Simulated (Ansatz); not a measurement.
`[BH2][Zn][NH2]` + H₂O → `[BH2][Zn][OH]` + NH₃ at 298.15 K and 1 bar (formal hydrolysis of a Zn–N bond).

Calculated with Ansatz (gas phase, PBE0-D4/def2-TZVP geometries, no zero-point term in ΔE). CBS: MP2 limit from def2 TZ/QZ plus the TZ coupled-cluster correction, frozen cores. This one scheme is used for every species. For Zn outer-core shells are correlated without core-valence functions, which leaves a few kJ/mol of doubt a bond. Scalar relativity is left out up to krypton. One conformer a species, not always the lowest.

| species | CCSD(T)/CBS energy (Eh) | H − E (kJ/mol) | S (J/(mol·K)) |
| --- | --- | --- | --- |
| `[BH2][Zn][NH2]` | -1860.24610 | 132.5 | 312.9 |
| H₂O | -76.37941 | 66.4 | 188.7 |
| `[BH2][Zn][OH]` | -1880.12839 | 100.8 | 301.5 |
| NH₃ | -56.50880 | 100.5 | 192.4 |

H − E and S are ideal-gas, rigid-rotor, harmonic terms from PBE0-D4/def2-TZVP, for one conformer and one mirror image of each species. 1 Eh = 2625.50 kJ/mol, R = 8.31446 J/(mol·K).

**Question.** By hand: ΔE, ΔH, ΔS and ΔG.

**Answer.** ΔE = (-1880.12839) + (-56.50880) − (-1860.24610) − (-76.37941) = -0.01168 Eh = -30.7 kJ/mol. Δ(H − E) = 100.8 + 100.5 − 132.5 − 66.4 = 2.4, so ΔH = -28.3 kJ/mol. ΔS = 301.5 + 192.4 − 312.9 − 188.7 = -7.7 J/(mol·K). ΔG = -28.3 − 298.15 × (-7.7)/1000 = -26.0 kJ/mol.

**Question.** By hand: the equilibrium constant, and the temperature at which ΔG would vanish if ΔH and ΔS stayed fixed.

**Answer.** log₁₀ K = −ΔG/(RT ln 10) = 4.6. ΔG = 0 at ΔH/ΔS = 3675 K, far beyond where these terms or the molecules hold.

The number of gas molecules stays the same, so ΔS is small and ΔH decides. A doubt of 5 kJ/mol in ΔE shifts log₁₀ K by 0.9 here. Other conformers and mirror images would add mixing entropy, several J/(mol·K) or more a flexible species. These are equilibria of isolated gas molecules and say nothing of rates. Largest T1 diagnostic: 0.017 (customary marks: 0.02 for closed shells, 0.045 for open ones).
